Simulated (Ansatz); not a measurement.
Geometry optimisation, RKS PBE/cc-pVDZ (Ansatz 0.2.0).

Input:

```yaml
crystal:
  periodic: [false, false, false]
  atoms:
    - { symbol: Al, position_ang: [-0.45, 0.5789, 0.2741] }
    - { symbol: F, position_ang: [-0.7116, 1.0595, -1.764] }
    - { symbol: "N", position_ang: [0.599, 1.804, 1.017] }
    - { symbol: "N", position_ang: [-1.8724, -0.2646, 0.9209] }
    - { symbol: H, position_ang: [-0.0162, 0.1519, -1.3579] }
    - { symbol: Si, position_ang: [1.0636, -1.3196, -0.9343] }
    - { symbol: H, position_ang: [0.7859, 1.9077, 2.0044] }
    - { symbol: H, position_ang: [1.0442, 2.571, 0.5324] }
    - { symbol: H, position_ang: [-2.5949, -0.6847, 0.3528] }
    - { symbol: H, position_ang: [-2.146, -0.3517, 1.89] }
    - { symbol: H, position_ang: [1.5522, -1.8521, 0.3532] }
    - { symbol: H, position_ang: [0.4465, -2.492, -1.5809] }
    - { symbol: H, position_ang: [2.2996, -1.1084, -1.7076] }
basis:
  gaussian: { orbitals: cc-pVDZ }
hamiltonian:
  xc: pbe
relax:
  f_tol: 0.15
  max_steps: 25
  restrain:
    - { distance: [0, 5], at: 2.32, k: 30.0 }
    - { distance: [4, 1], at: 0.88, k: 30.0 }
    - { distance: [0, 1], at: 3.08, k: 30.0 }
    - { distance: [4, 5], at: 2.72, k: 30.0 }
```

Command:

```bash
$ ansatz run input.yaml --threads 2 --pin off --max-ram 3072MiB --backend cpu --events-out ev --progress --plain --runs-dir out
```

Problem. Where does it end, and by what steps?

Solution. It converged. The restraints hold the end off the free minimum. After 16 steps the energy has fallen by 0.321 eV (the restraints' own energy left out); H5 moved furthest, 1.17 Å. Parted: Al1–F2, Al1–H5. Joined: F2–H5.

```tsv
step	energy less start (eV)	largest force component (eV/Å)	accepted
0	0.0000	1.548	yes
1	0.4042	1.847	yes
2	0.5426	2.645	yes
3	0.6440	2.756	yes
4	0.3907	1.667	yes
5	0.1451	1.274	yes
6	-0.0364	0.891	yes
7	-0.1570	0.827	yes
8	-0.2079	0.752	yes
9	-0.2587	0.844	no
10	-0.2527	0.686	yes
11	-0.2813	0.665	yes
12	-0.3120	0.627	yes
13	-0.3133	1.157	yes
14	-0.3219	0.592	no
15	-0.3245	0.829	yes
16	-0.3214	1.184	yes
```

```xyz
13
Properties=species:S:1:pos:R:3
Al -0.197 0.133 0.665
F -0.622 0.890 -2.286
N 0.589 1.637 1.274
N -1.853 -0.310 1.220
H 0.245 0.604 -2.408
Si 1.017 -1.357 -0.692
H 0.133 2.379 1.810
H 1.553 1.908 1.067
H -2.387 -1.083 0.817
H -2.468 0.267 1.799
H 2.191 -2.062 -0.050
H 0.163 -2.419 -1.351
H 1.637 -0.589 -1.864
```

Run time: 18 s on 2 threads of AMD EPYC 9R45 96-Core Processor (Zen 5), with other jobs on the host, peak memory 0.19 GiB.
